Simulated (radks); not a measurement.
Initial-state core-level shifts of the niobium ion Nb3+ when its valence configuration changes from [Kr] 4d2. Calculated with a radial shooting solver on a logarithmic mesh with Libxc functionals: scalar-relativistic Kohn-Sham, r2SCAN, spin-unpolarised, spherical densities, finite nucleus; meta-GGA in the generalised Kohn-Sham scheme; Fermi nuclear charge, rms radius 4.324 fm. Shifts are changes of the shell-averaged eigenvalues in eV (positive: less bound); the change of the density at the nucleus, which sets a Mossbauer isomer shift, is in e/bohr^3, on a base of 8.401e+04.

\begin{tabular}{lrrrrr}
valence & 2s & 2p & 3s & 4p & density at nucleus \\ \hline
4d1 5p1 & -6.387 & -6.375 & -6.217 & -5.072 & +4.372 \\
5s2 & -10.784 & -10.763 & -10.382 & -8.068 & +51.734 \\
4d1 5s1 & -5.273 & -5.262 & -5.097 & -4.042 & +24.264 \\
4d1.5 5p0.5 & -3.173 & -3.168 & -3.095 & -2.551 & +2.100 \\
5s1 5p1 & -11.900 & -11.878 & -11.501 & -9.075 & +30.055 \\
4d0.5 5s0.5 5p1 & -9.110 & -9.093 & -8.832 & -7.075 & +16.815 \\
\end{tabular}
